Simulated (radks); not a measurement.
Spherical quantum dot in the effective-mass picture: electrons in a parabolic well V = omega^2 r^2 / 2 with omega = 0.584, all in effective atomic units (hartree* = m*/eps^2 hartree, bohr* = eps/m* bohr), one dielectric constant everywhere. Calculated with a radial shooting solver with Libxc functionals: non-relativistic Kohn-Sham, r2SCAN, spin-polarised, spherical densities, generalised Kohn-Sham scheme. Levels are named by radial order and angular momentum (1s, 1p, 1d, 2s, ...), and open shells are averaged over m.

N = 7, configuration 1s2 1p(up 3, down 2). This is the lowest configuration that the search found. Occupied and some empty levels:

| level | occupation | eigenvalue (hartree*) | <r> (bohr*) |
|---|---|---|---|
| 1s up | 1 | 3.4819 | 1.948 |
| 1s down | 1 | 3.5049 | 1.931 |
| 1p up | 3 | 3.8411 | 2.401 |
| 1p down | 2 | 3.8742 | 2.405 |
| 1d up | 0 | 4.2623 | 2.738 |
| 1d down | 0 | 4.2989 | 2.749 |
| 2s up | 0 | 4.3725 | 2.408 |
| 2s down | 0 | 4.3935 | 2.413 |
| 1f up | 0 | 4.7317 | 3.018 |
| 1f down | 0 | 4.7694 | 3.034 |

Energy (hartree*): total 17.3428, kinetic 3.0410, external 6.8412, Hartree 9.6744, exchange-correlation -2.2138.

Electron density:

| r (bohr*) | n(r) (e/bohr*^3) |
|---|---|
| 0.336 | 0.06227 |
| 0.697 | 0.07093 |
| 1.06 | 0.07964 |
| 1.42 | 0.08283 |
| 1.78 | 0.07691 |
| 2.14 | 0.06221 |
| 2.50 | 0.04312 |
| 2.86 | 0.02538 |
| 3.22 | 0.01257 |
| 3.58 | 0.005209 |
| 3.95 | 0.001802 |
| 4.31 | 0.0005216 |
| 4.67 | 0.0001267 |
